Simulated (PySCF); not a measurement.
## SeH: one state, many levels of theory

State: ²Π (doublet), unpaired electrons π ↑. Set-up: PySCF, no relativity, basis sets H 6-31G(d,p), Se 6-31G(d,p). De refers to H + Se in their high-spin ground configurations, without counterpoise correction. The functionals are run spin-unrestricted. A positive dipole means H(−)Se(+).

```
      Level  Re (Å)  ωe (cm⁻¹)  De (eV)  μ (D)  CPU s a point (SCF and correlation, without the integrals)
        UHF   1.455       2591     2.24  -0.80                                                       0.063
    UHF-MP2   1.457       2536     2.95    n/a                                                       0.099
UHF-SCS-MP2   1.460       2516     3.00    n/a                                                         n/a
   UHF-CCSD   1.465       2460     3.02    n/a                                                         n/a
UHF-CCSD(T)   1.466       2445     3.05    n/a                                                         1.3
        PBE   1.487       2353     3.41  -0.76                                                        0.47
       PW91   1.486       2357     3.43  -0.76                                                        0.34
     r²SCAN   1.472       2433     3.40  -0.81                                                        0.65
       PBE0   1.472       2454     3.34  -0.79                                                        0.75
      B97-3   1.473       2448     3.34  -0.76                                                        0.38
       MN15   1.464       2478     3.33  -0.80                                                         0.7
    LC-ωPBE   1.462       2540     3.28  -0.84                                                        0.63
```

The bond length runs from 1.455 Å (UHF) to 1.487 Å (PBE). De spans 2.24 eV (UHF, mean field) to 3.43 eV (PW91, GGA). Correlation at CCSD(T) changes the Hartree–Fock bond energy by +0.81 eV; the triples alone change it by +0.03 eV.

Correlated steps freeze 9 core orbitals. Correlated levels converge slowly with the basis: in double zeta they bind strong bonds too weakly, by up to about 1 eV, and carry superposition errors of some tenths. Spin–orbit coupling is left out. The state was picked by a PBE0 search and need not be the measured ground state.

The whole job (state search and all levels along the bond) took about 1.2 min on 1 thread of Arm Neoverse V1 (shared host), peak memory 0.4 GiB.
